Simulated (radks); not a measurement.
Problem. Coherent X-ray form factor from a spherical all-electron density. Method: non-relativistic Kohn-Sham, PW91, spin-polarised, spherical densities, point nucleus; computed with a radial shooting solver on a logarithmic mesh with Libxc functionals.

sin(theta)/lambda (1/angstrom)  f0 (electrons)
0.05                                     7.947
0.1                                      7.793
0.15                                     7.545
0.2                                      7.219
0.25                                     6.831
0.3                                      6.400
0.4                                      5.484
0.5                                      4.595
0.6                                      3.813
0.8                                      2.670
1                                        2.016
1.25                                     1.604
1.5                                      1.392
2                                        1.125

The species is in the configuration that NIST lists as its ground one. Which atom or ion scatters so?

Solution. The magnesium ion Mg4+, [He] 2s2 2p4. Extrapolating in s^2 from the first two rows gives f0(0) = 8.0, near the electron count 8; among species with that count, the fall with angle is slower the higher Z, and the table is that of Z = 12; from so few rows the species is fixed only to a neighbour or two.
